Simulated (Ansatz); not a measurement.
Start from `[CH2]1[NH][AlH]1` and change one element to get `[NH]1[AlH][GeH2]1`.

Ansatz, PBE0-D4/def2-TZVP geometries, multiplicity 1. 

Scalar relativity is left out up to krypton.

```csv
property,`[CH2]1[NH][AlH]1`
HOMO energy (PBE0/def2-TZVPP) / eV,-6.43
LUMO energy (ωB97M-V/def2-TZVPP) / eV,0.84
LUMO energy (PBE/def2-TZVPP) / eV,-1.48
LUMO energy (PBE0/def2-TZVPP) / eV,-0.73
HOMO energy (B3LYP/def2-TZVPP) / eV,-6.21
HOMO energy (ωB97M-V/def2-TZVPP) / eV,-8.74
```

Q: Give the same properties after the change, and the shifts. (Best estimate.)

A: Computed: 
```csv
property,`[NH]1[AlH][GeH2]1`,shift
HOMO energy (PBE0/def2-TZVPP) / eV,-6.61,-0.18
LUMO energy (ωB97M-V/def2-TZVPP) / eV,0.61,-0.23
LUMO energy (PBE/def2-TZVPP) / eV,-1.78,-0.30
LUMO energy (PBE0/def2-TZVPP) / eV,-1.03,-0.30
HOMO energy (B3LYP/def2-TZVPP) / eV,-6.43,-0.22
HOMO energy (ωB97M-V/def2-TZVPP) / eV,-8.57,0.17
```

With PBE0 the HOMO falls by 0.18 eV and the LUMO falls by 0.30 eV, so the gap narrows by about 0.12 eV. PBE moves the HOMO by -0.46 eV and ωB97M-V by 0.17 eV.

B3LYP here is the variant with VWN-RPA as its local correlation; programs differ in this.
